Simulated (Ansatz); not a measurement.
Reaction (redistribution): `[NH2][Ga]([OH])[OH]` + `[OH][MgH]` → `[OH][GaH][OH]` + `[NH2][Mg][OH]`

Gas-phase electronic energies from Ansatz, PBE0-D4/def2-TZVP geometries. CCSD(T)/CBS is the MP2 limit (def2-TZVPP, def2-QZVPP) plus CCSD(T) − MP2 in def2-TZVPP, frozen cores. DFT in def2-TZVPP. B3LYP here is the variant with VWN-RPA as its local correlation; programs differ in this. For Ga, Mg outer-core shells are correlated without core-valence functions, which leaves a few kJ/mol of doubt a bond. Scalar relativity is left out up to krypton. Each species was taken in one conformer, which may not be the lowest.

| level | ΔE (eV) |
| --- | --- |
| B3LYP-D4 | -0.24 |
| BHLYP-D4 | -0.19 |
| ωB97M-V | -0.23 |
| MP2/CBS(def2) | -0.26 |

What does CCSD(T)/CBS give? (An estimate is asked.)

Computed: -0.22 eV. The listed levels differ from it by -0.02, 0.03, -0.01, -0.04 eV.

Largest T1 diagnostic among the species: 0.015.

In def2-TZVPP, CCSD(T) changes the Hartree–Fock value by −0.07 eV (the triples alone add −0.00 eV) and MP2 by −0.11 eV. Leaving LDA and LC-ωPBE aside and taking each functional with its dispersion term where it has one, the values, not all of them listed here, spread over 0.14 eV, from BLYP-D4 to B97M-V. LDA lies +0.07 eV from PBE without D4. From BLYP to BHLYP (50 % exact exchange), in def2-TZVPP and without D4, ΔE moves by +0.10 eV.
